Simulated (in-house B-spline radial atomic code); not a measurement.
A run on an ion of nuclear charge 59 with 59.7 electrons that did not converge. Method: scalar-relativistic (X2C) SCAN, spin-polarised, spherical fractional occupations, Fermi nucleus of rms radius 4.8919 fm; computed with an all-electron radial atomic-structure program (B-spline basis).

Command:
```bash
python run_scf.py task.json out
```
Settings (nuclear radius in fm, mass in u):
```
Z                59
configuration    [Xe] 4f3.7 6s2
hamiltonian      x2c
method           scan,scan
spin_polarised   True
nucleus          fermi
rms_radius       4.8919
atomic_mass      140.90766
speed_of_light   137.035999084
```

First and last ten iterations of the last attempt (damped for 15 steps, keeping 80 % of the old Fock matrix, then DIIS):
```
 iter        energy (Eh)    residual
    1       -9232.301629    1.87e-01
    2       -9231.469563    3.69e-01
    3       -9234.420040    2.20e-01
    4       -9235.869355    1.39e-01
    5       -9236.543194    8.71e-02
    6       -9236.841688    6.11e-02
    7       -9236.969102    4.23e-02
    8       -9237.024077    2.84e-02
    9       -9233.410871    1.64e-01
   10       -9236.518306    8.94e-02
  111       -9234.147848    2.95e-01
  112       -9213.195035    4.61e-01
  113       -9222.086673    2.11e-01
  114       -9235.302171    1.65e-01
  115       -9236.114057    1.17e-01
  116       -9236.302105    1.05e-01
  117       -9180.982475    9.05e-01
  118       -9228.482891    5.13e-01
  119       -9228.472353    5.04e-01
  120       -9228.574674    4.64e-01
 not converged after 120 iterations
```

The smallest residual met was 2.4e-02; the threshold is about 6e-07. No energy from this run should be used. The likely cause: this method binds the added charge weakly or not at all at the basis-set limit, so charge moves back and forth between the atom and the box. Cost of the run: 3.9 s on 1 thread of Arm Neoverse V1, on a shared host.
